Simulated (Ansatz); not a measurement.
Consider the redistribution: `[NH2][Sc]([NH2])[Cl]` + `O[SiH](O)[SiH3]` → `[NH2][Sc]([NH2])[OH]` + `O[SiH]([SiH3])Cl`.

Isolated molecules relaxed with PBE0-D4/def2-TZVP in Ansatz; ΔE leaves out vibrations. CBS: MP2 limit from def2 TZ/QZ plus the TZ coupled-cluster correction, frozen cores. This one scheme is used for every species. DFT in def2-TZVPP. B3LYP here is the variant with VWN-RPA as its local correlation; programs differ in this. HSE06 is defined as in plane-wave codes. For Sc outer-core shells are correlated without core-valence functions, which leaves a few kJ/mol of doubt a bond. Scalar relativity is left out up to krypton. One conformer a species, not always the lowest.

```json
{"level": "LDA (SPW92)", "ΔE (kJ/mol)": "48.7", "difference from CCSD(T)/CBS": "-1.1"}
{"level": "PBE-D4", "ΔE (kJ/mol)": "47.3", "difference from CCSD(T)/CBS": "-2.5"}
{"level": "revPBE-D4", "ΔE (kJ/mol)": "46.7", "difference from CCSD(T)/CBS": "-3.1"}
{"level": "BLYP-D4", "ΔE (kJ/mol)": "48.5", "difference from CCSD(T)/CBS": "-1.3"}
{"level": "r2SCAN-D4", "ΔE (kJ/mol)": "56.4", "difference from CCSD(T)/CBS": "6.6"}
{"level": "B97M-V", "ΔE (kJ/mol)": "59.2", "difference from CCSD(T)/CBS": "9.4"}
{"level": "PBE0-D4", "ΔE (kJ/mol)": "52.4", "difference from CCSD(T)/CBS": "2.6"}
{"level": "B3LYP-D4", "ΔE (kJ/mol)": "52.7", "difference from CCSD(T)/CBS": "2.9"}
{"level": "r2SCANh-D4", "ΔE (kJ/mol)": "57.1", "difference from CCSD(T)/CBS": "7.3"}
{"level": "r2SCAN0-D4", "ΔE (kJ/mol)": "58.3", "difference from CCSD(T)/CBS": "8.5"}
{"level": "HSE06-D4", "ΔE (kJ/mol)": "52.7", "difference from CCSD(T)/CBS": "2.9"}
{"level": "BHLYP-D4", "ΔE (kJ/mol)": "58.2", "difference from CCSD(T)/CBS": "8.4"}
{"level": "CAM-B3LYP-D4", "ΔE (kJ/mol)": "53.4", "difference from CCSD(T)/CBS": "3.6"}
{"level": "ωB97X-V", "ΔE (kJ/mol)": "52.2", "difference from CCSD(T)/CBS": "2.4"}
{"level": "ωB97M-V", "ΔE (kJ/mol)": "52.0", "difference from CCSD(T)/CBS": "2.2"}
{"level": "B2PLYP", "ΔE (kJ/mol)": "53.8", "difference from CCSD(T)/CBS": "4.0"}
{"level": "PBE-QIDH", "ΔE (kJ/mol)": "54.8", "difference from CCSD(T)/CBS": "5.0"}
{"level": "revPBE", "ΔE (kJ/mol)": "48.9", "difference from CCSD(T)/CBS": "-0.9"}
{"level": "BLYP", "ΔE (kJ/mol)": "51.1", "difference from CCSD(T)/CBS": "1.3"}
{"level": "r2SCAN", "ΔE (kJ/mol)": "56.6", "difference from CCSD(T)/CBS": "6.8"}
{"level": "PBE0", "ΔE (kJ/mol)": "53.3", "difference from CCSD(T)/CBS": "3.5"}
{"level": "B3LYP", "ΔE (kJ/mol)": "54.8", "difference from CCSD(T)/CBS": "5.0"}
{"level": "r2SCAN0", "ΔE (kJ/mol)": "58.5", "difference from CCSD(T)/CBS": "8.7"}
{"level": "HSE06", "ΔE (kJ/mol)": "53.6", "difference from CCSD(T)/CBS": "3.8"}
{"level": "BHLYP", "ΔE (kJ/mol)": "60.1", "difference from CCSD(T)/CBS": "10.3"}
{"level": "CAM-B3LYP", "ΔE (kJ/mol)": "54.4", "difference from CCSD(T)/CBS": "4.6"}
{"level": "RPA@PBE/def2-TZVPP", "ΔE (kJ/mol)": "53.6", "difference from CCSD(T)/CBS": "3.8"}
{"level": "HF/def2-SVP", "ΔE (kJ/mol)": "61.5", "difference from CCSD(T)/CBS": "11.7"}
{"level": "MP2/def2-SVP", "ΔE (kJ/mol)": "46.5", "difference from CCSD(T)/CBS": "-3.3"}
{"level": "CCSD/def2-SVP", "ΔE (kJ/mol)": "46.9", "difference from CCSD(T)/CBS": "-2.9"}
{"level": "MP2/def2-TZVPP", "ΔE (kJ/mol)": "50.1", "difference from CCSD(T)/CBS": "0.3"}
{"level": "SCS-MP2/def2-TZVPP", "ΔE (kJ/mol)": "51.7", "difference from CCSD(T)/CBS": "1.9"}
{"level": "CCSD/def2-TZVPP", "ΔE (kJ/mol)": "54.9", "difference from CCSD(T)/CBS": "5.1"}
{"level": "CCSD(T)/def2-TZVPP", "ΔE (kJ/mol)": "53.9", "difference from CCSD(T)/CBS": "4.1"}
{"level": "HF/def2-QZVPP", "ΔE (kJ/mol)": "69.6", "difference from CCSD(T)/CBS": "19.8"}
{"level": "MP2/def2-QZVPP", "ΔE (kJ/mol)": "47.9", "difference from CCSD(T)/CBS": "-1.9"}
{"level": "SCS-MP2/def2-QZVPP", "ΔE (kJ/mol)": "49.7", "difference from CCSD(T)/CBS": "-0.1"}
{"level": "HF/CBS(def2)", "ΔE (kJ/mol)": "69.7", "difference from CCSD(T)/CBS": "19.9"}
{"level": "MP2/CBS(def2)", "ΔE (kJ/mol)": "46.0", "difference from CCSD(T)/CBS": "-3.8"}
{"level": "CCSD/CBS(def2)", "ΔE (kJ/mol)": "50.9", "difference from CCSD(T)/CBS": "1.1"}
{"level": "CCSD(T)/CBS", "ΔE (kJ/mol)": "49.8", "difference from CCSD(T)/CBS": "0"}
```

(1) What do rigid-rotor, harmonic-oscillator terms from PBE0-D4/def2-TZVP frequencies (298.15 K, 1 bar) make of the CCSD(T)/CBS value? (Estimate.)

Largest T1 diagnostic among the species: 0.015.

Results:

(1) The calculation gave: ΔZPE = -4.2 kJ/mol, ΔH = +47.1 kJ/mol, ΔS = 8 J/(mol·K), ΔG = +44.8 kJ/mol.

From BLYP to BHLYP (50 % exact exchange), in def2-TZVPP and without D4, ΔE moves by +9.0 kJ/mol. In def2-TZVPP, CCSD(T) changes the Hartree–Fock value by −15.1 kJ/mol (the triples alone add −1.1 kJ/mol) and MP2 by −18.9 kJ/mol.
